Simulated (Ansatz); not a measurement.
`[CH3][AlH][Br]` and `[F][AlH][Br]` differ in one atom or group.

Ansatz, PBE0-D4/def2-TZVP geometries, multiplicity 1. 

Scalar relativity is left out up to krypton. Spin–orbit coupling is left out; it splits and shifts lone-pair levels of the heavy atoms by tenths of an eV.

```
                                      property  `[CH3][AlH][Br]`
           HOMO energy (B3LYP/def2-TZVPP) / eV             -7.78
           HOMO–LUMO gap (PBE/def2-TZVPP) / eV              4.75
         HOMO energy (ωB97M-V/def2-TZVPP) / eV            -10.20
             LUMO energy (PBE/def2-TZVPP) / eV             -2.01
size of the dipole moment (PBE/def2-TZVPP) / D              1.81
           LUMO energy (B3LYP/def2-TZVPP) / eV             -1.46
```

Task: Give the same properties after the change, and the shifts. (An estimate is asked.)

Result: Ansatz gave: 
```tsv
property	`[F][AlH][Br]`	shift
HOMO energy (B3LYP/def2-TZVPP) / eV	-8.60	-0.82
HOMO–LUMO gap (PBE/def2-TZVPP) / eV	5.54	0.79
HOMO energy (ωB97M-V/def2-TZVPP) / eV	-11.10	-0.90
LUMO energy (PBE/def2-TZVPP) / eV	-2.04	-0.03
size of the dipole moment (PBE/def2-TZVPP) / D	1.09	-0.72
LUMO energy (B3LYP/def2-TZVPP) / eV	-1.51	-0.05
```

Dipoles are sizes alone; their direction can turn.

B3LYP here is the variant with VWN-RPA as its local correlation; programs differ in this.
